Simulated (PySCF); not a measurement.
H₅Si, SMILES [SiH5-], charge -1. Atoms are numbered in the order given.

```xyz
6

Si     0.0000     0.0000     0.0000
H      0.0000     0.0000     1.6219
H      0.0000     0.0000    -1.6219
H      1.5325     0.0000     0.0000
H     -0.7663     1.3272     0.0000
H     -0.7663    -1.3272     0.0000
```
Charge -1, spin multiplicity 1.

Geometry: PBE0-D3(BJ)/def2-TZVPD.

Two levels are set side by side: PBE/pcJ-1 (PySCF) and PBE0/pcJ-1 (PySCF). One-bond couplings, all four terms, same geometry. Isotopes: 1H, 29Si. Differences are taken from unrounded values.

```csv
quantity,PBE
"¹J(Si1,H2) (Hz)",-94.2
"¹J(Si1,H3) (Hz)",-94.2
"¹J(Si1,H4) (Hz)",-171.0
"¹J(Si1,H5) (Hz)",-171.0
"¹J(Si1,H6) (Hz)",-171.0
```

Q: These are the PBE values. What does PBE0 give? (An estimate is asked for; the answer gives what the named calculation found.)

A: 
```
quantity           PBE0  PBE minus PBE0
---------------  ------  --------------
¹J(Si1,H2) (Hz)   -91.7            -2.5
¹J(Si1,H3) (Hz)   -91.7            -2.5
¹J(Si1,H4) (Hz)  -180.3             9.3
¹J(Si1,H5) (Hz)  -180.3             9.2
¹J(Si1,H6) (Hz)  -180.3             9.2
```

Rough cost on one machine, each run with all the roots and properties that it gave: PBE0 against PBE within a factor of 2.
